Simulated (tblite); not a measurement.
A geometry optimisation, step by step.

C₆H₉P.
Numbering: `[CH2:1]=[P:2][C:3]1=[CH:4][CH2:5][CH2:6][CH2:7]1` (hydrogens: H8, H9 on C1; H10 on C4; H11, H12 on C5; H13, H14 on C6; H15, H16 on C7)

Computed with GFN2-xTB (tblite), gas phase: L-BFGS steps from a force-field or distance-geometry start until the largest atomic force falls under 0.01 eV/Å. 7 of its 62 geometries are shown.

Step 0: E = -540.7931 eV, largest atomic force 2.421 eV/Å
```
atom  x, y, z in Å  |  force x, y, z in eV/Å
C1      3.344   -0.498    0.350   -1.766  -0.050  -0.104
P2      2.202    0.780    0.326    2.218   0.950   0.193
C3      0.438    0.470    0.213   -0.132  -0.271  -0.147
C4     -0.476    1.463    0.168    0.618  -0.653   0.124
C5     -1.863    0.916    0.054    0.012   0.220  -0.220
C6     -1.685   -0.569    0.348   -0.213  -0.394   0.277
C7     -0.200   -0.872    0.105   -0.441  -0.564   0.533
H8      4.417   -0.278    0.433   -0.969  -0.054  -0.080
H9      3.013   -1.546    0.286    0.470   0.478   0.053
H10    -0.260    2.513    0.216    0.014   0.065  -0.036
H11    -2.551    1.383    0.757   -0.051   0.128  -0.065
H12    -2.243    1.076   -0.967    0.028   0.056   0.201
H13    -2.341   -1.196   -0.249   -0.031  -0.036  -0.105
H14    -1.926   -0.765    1.399    0.046   0.050  -0.094
H15    -0.049   -1.292   -0.887    0.160  -0.125  -0.083
H16     0.172   -1.578    0.870    0.035   0.201  -0.446
```

Step 10: E = -541.1847 eV, largest atomic force 0.257 eV/Å
```
atom  x, y, z in Å  |  force x, y, z in eV/Å
C1      3.154   -0.454    0.342    0.084   0.007   0.004
P2      2.222    0.924    0.337    0.051   0.115   0.015
C3      0.486    0.440    0.215    0.190   0.047   0.035
C4     -0.422    1.419    0.176    0.067   0.014  -0.004
C5     -1.811    0.905    0.061   -0.043   0.053  -0.004
C6     -1.651   -0.594    0.362   -0.186   0.060  -0.013
C7     -0.167   -0.914    0.124   -0.042   0.072  -0.034
H8      4.214   -0.279    0.416    0.099  -0.089   0.000
H9      2.869   -1.488    0.279   -0.256  -0.016  -0.018
H10    -0.204    2.473    0.203    0.025   0.005  -0.008
H11    -2.486    1.419    0.744   -0.098  -0.064   0.099
H12    -2.183    1.090   -0.949   -0.047  -0.071  -0.106
H13    -2.313   -1.195   -0.251   -0.030  -0.137  -0.150
H14    -1.925   -0.777    1.399    0.107  -0.030   0.150
H15    -0.015   -1.329   -0.877    0.051  -0.002  -0.012
H16     0.226   -1.631    0.844    0.028   0.035   0.047
```

Step 20: E = -541.2321 eV, largest atomic force 0.165 eV/Å
```
atom  x, y, z in Å  |  force x, y, z in eV/Å
C1      3.107   -0.438    0.339   -0.068  -0.067  -0.008
P2      2.248    0.987    0.352   -0.077  -0.062  -0.013
C3      0.511    0.471    0.221    0.035   0.059   0.022
C4     -0.418    1.430    0.177    0.005   0.027  -0.026
C5     -1.805    0.894    0.059    0.005   0.061  -0.018
C6     -1.622   -0.600    0.356    0.000  -0.031   0.021
C7     -0.131   -0.896    0.126    0.124   0.105   0.028
H8      4.181   -0.417    0.405   -0.003   0.017   0.005
H9      2.651   -1.408    0.266   -0.017  -0.120  -0.017
H10    -0.193    2.484    0.195   -0.109   0.010   0.008
H11    -2.497    1.377    0.748   -0.017   0.014   0.050
H12    -2.188    1.060   -0.951    0.011   0.005  -0.056
H13    -2.267   -1.222   -0.259   -0.021  -0.069  -0.099
H14    -1.874   -0.798    1.396    0.003   0.009   0.108
H15     0.038   -1.314   -0.871    0.057   0.006   0.050
H16     0.251   -1.601    0.866    0.071   0.036  -0.055
```

Step 30: E = -541.2631 eV, largest atomic force 0.047 eV/Å
```
atom  x, y, z in Å  |  force x, y, z in eV/Å
C1      3.030   -0.501    0.328   -0.017   0.005  -0.005
P2      2.268    0.981    0.359   -0.036  -0.005   0.005
C3      0.517    0.542    0.230   -0.004   0.008   0.000
C4     -0.443    1.470    0.176    0.008   0.015  -0.020
C5     -1.810    0.882    0.055    0.003   0.009  -0.002
C6     -1.579   -0.607    0.354    0.016  -0.034   0.018
C7     -0.075   -0.843    0.141    0.031   0.019   0.005
H8      4.105   -0.534    0.396    0.004  -0.007  -0.004
H9      2.529   -1.449    0.242    0.017  -0.010  -0.011
H10    -0.288    2.536    0.191    0.036   0.009   0.007
H11    -2.515    1.343    0.747   -0.025  -0.001   0.006
H12    -2.196    1.037   -0.957    0.006   0.002  -0.020
H13    -2.188   -1.256   -0.270   -0.008  -0.009  -0.030
H14    -1.831   -0.807    1.395   -0.008  -0.020   0.042
H15     0.128   -1.263   -0.849   -0.001   0.001   0.008
H16     0.340   -1.522    0.886   -0.022   0.018   0.000
```

Step 41: E = -541.2640 eV, largest atomic force 0.026 eV/Å
```
atom  x, y, z in Å  |  force x, y, z in eV/Å
C1      3.026   -0.503    0.323    0.004   0.004  -0.005
P2      2.266    0.980    0.364    0.010   0.004   0.007
C3      0.515    0.546    0.232   -0.006   0.001   0.010
C4     -0.444    1.474    0.177   -0.008  -0.001  -0.006
C5     -1.811    0.883    0.055    0.000  -0.020   0.000
C6     -1.578   -0.607    0.356   -0.008  -0.008   0.002
C7     -0.073   -0.839    0.147   -0.010  -0.012  -0.004
H8      4.101   -0.536    0.392   -0.001   0.000  -0.004
H9      2.530   -1.453    0.228   -0.001   0.001  -0.009
H10    -0.280    2.539    0.192   -0.006   0.004   0.003
H11    -2.525    1.341    0.742    0.019   0.001  -0.011
H12    -2.191    1.032   -0.961    0.010   0.010   0.009
H13    -2.184   -1.254   -0.275    0.006  -0.002  -0.008
H14    -1.836   -0.814    1.396   -0.004   0.012   0.006
H15     0.133   -1.264   -0.839    0.003   0.000  -0.015
H16     0.341   -1.515    0.896   -0.008   0.007   0.024
```

Step 51: E = -541.2656 eV, largest atomic force 0.027 eV/Å
```
atom  x, y, z in Å  |  force x, y, z in eV/Å
C1      3.026   -0.501    0.291    0.002  -0.003   0.003
P2      2.265    0.978    0.405    0.016   0.003   0.016
C3      0.515    0.546    0.256   -0.006   0.012   0.019
C4     -0.443    1.474    0.189   -0.011   0.010  -0.004
C5     -1.807    0.882    0.045   -0.002  -0.005  -0.002
C6     -1.582   -0.608    0.354   -0.011   0.011  -0.005
C7     -0.072   -0.840    0.183   -0.004  -0.010  -0.005
H8      4.101   -0.541    0.361   -0.005   0.009  -0.014
H9      2.527   -1.443    0.146   -0.003  -0.006   0.002
H10    -0.285    2.538    0.202    0.015   0.009  -0.005
H11    -2.532    1.344    0.717    0.006  -0.005  -0.018
H12    -2.163    1.029   -0.980   -0.020   0.002   0.018
H13    -2.170   -1.254   -0.296    0.005  -0.006   0.005
H14    -1.870   -0.816    1.386    0.004   0.009  -0.005
H15     0.154   -1.284   -0.790    0.010  -0.013  -0.018
H16     0.328   -1.495    0.956    0.004  -0.017   0.012
```

Step 61: E = -541.2661 eV, largest atomic force 0.009 eV/Å
```
atom  x, y, z in Å  |  force x, y, z in eV/Å
C1      3.026   -0.500    0.282    0.002  -0.001   0.000
P2      2.264    0.976    0.430    0.001   0.004   0.003
C3      0.514    0.545    0.272   -0.001   0.004   0.005
C4     -0.442    1.473    0.190   -0.001   0.003  -0.001
C5     -1.806    0.882    0.038    0.004   0.002   0.001
C6     -1.583   -0.608    0.351   -0.007   0.006   0.000
C7     -0.071   -0.842    0.195   -0.003   0.001   0.001
H8      4.101   -0.537    0.341    0.000  -0.001  -0.001
H9      2.527   -1.440    0.121    0.000  -0.001   0.000
H10    -0.280    2.538    0.202   -0.002   0.000  -0.006
H11    -2.534    1.345    0.707    0.005  -0.004  -0.004
H12    -2.163    1.030   -0.986    0.005  -0.004   0.005
H13    -2.165   -1.256   -0.301   -0.002  -0.002   0.002
H14    -1.879   -0.810    1.381   -0.001  -0.005   0.000
H15     0.165   -1.291   -0.773   -0.001   0.002  -0.005
H16     0.320   -1.496    0.975    0.002  -0.004   0.001
```

**Question.** Summarise the path.

**Answer.** The energy falls by 10.91 kcal/mol from step 0 to step 61; nine tenths of that is first reached at step 17. It falls at every step. The largest force goes from 2.421 to 0.009 eV/Å. Among the bonds C1=P2 changes most, from 1.714 to 1.667 Å; the atoms move by 0.227 Å rms after alignment.

What follows is the cost of the whole relaxation. Time: 0.37 s of wall time. Hardware: an Arm Neoverse V1 with one thread, on a shared host.
